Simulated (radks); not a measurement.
All-electron atom: neutral zinc in [Ar] 3d10 4p2 (not the ground configuration).

All-electron calculation, Dirac Kohn-Sham, PBE, spin-unpolarised, spherical densities, finite nucleus; open shells fill j = l - 1/2 first; Fermi nuclear charge, rms radius 3.9283 fm. Program: a radial shooting solver on a logarithmic mesh with Libxc functionals.

Energy parts (hartree):
part                       energy
total                 -1795.69188
kinetic                1829.02345
electron-nucleus      -4328.14839
Hartree                 774.89045
exchange-correlation    -71.45738

Orbitals (lengths in bohr, moments of r in powers of bohr; r(max) is where P^2 peaks):
| orbital | occ. | eigenvalue (hartree) | r(max) | small-component weight |
|---|---|---|---|---|
| 1s1/2 | 2 | -350.1142 | 0.03291 | 1.17e-02 |
| 2s1/2 | 2 | -42.69135 | 0.1893 | 2.24e-03 |
| 2p1/2 | 2 | -37.61224 | 0.1502 | 2.22e-03 |
| 2p3/2 | 4 | -36.73487 | 0.1530 | 2.19e-03 |
| 3s1/2 | 2 | -4.89519 | 0.5884 | 4.98e-04 |
| 3p1/2 | 2 | -3.28764 | 0.5871 | 4.48e-04 |
| 3p3/2 | 4 | -3.17521 | 0.5953 | 4.38e-04 |
| 3d3/2 | 4 | -0.52467 | 0.5650 | 2.98e-04 |
| 3d5/2 | 6 | -0.51145 | 0.5680 | 2.95e-04 |
| 4p1/2 | 2 | -0.10565 | 2.743 | 2.08e-05 |
| 4p3/2 | 0 | -0.10231 | 2.793 | 2.01e-05 |

The highest occupied level is 4p1/2 at -2.875 eV. The density falls to 0.001 e/bohr^3 at r = 4.76 bohr. The electron density at the nucleus is 2.507e+04 e/bohr^3. Summed over all electrons, <r^2> = 46.60 bohr^2, which gives a Langevin (diamagnetic) susceptibility term of -36.9 x 10^-6 cm^3/mol.
